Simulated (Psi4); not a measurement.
Pair of molecules, SMILES N with SMILES Cl, pulled apart as rigid monomers along the line of their centres of mass from the B3LYP-D3(BJ)/def2-TZVP minimum (SMILES order as in the coordinates).
Starting geometry (charge 0, multiplicity 1):
```tsv
atom	x (Å)	y (Å)	z (Å)
N	-0.0303	0.0770	0.6092
H	-0.5200	-0.7547	0.2991
H	-0.4651	0.8821	0.1729
H	0.9284	0.0198	0.2851
Cl	-0.1286	0.3167	3.6727
H	-0.0858	0.2120	2.3353
```

Level of theory: SAPT0/jun-cc-pV(D+d)Z in Psi4 1.11.

```csv
N1···H6 (Å),electrostatics (kcal/mol),exchange (kcal/mol),induction (kcal/mol),dispersion (kcal/mol),total
1.56,-30.51,46.97,-20.70,-6.02,-10.26
1.73,-21.60,27.70,-12.40,-4.01,-10.31
1.99,-13.42,12.38,-5.84,-2.25,-9.14
2.43,-6.91,3.14,-1.77,___,-6.47
3.12,-3.08,___,-0.32,-0.26,-3.32
```

Task: Fill in the missing entries.

Result: 
- 2.43, dispersion (kcal/mol): -0.93
- 3.12, exchange (kcal/mol): 0.34
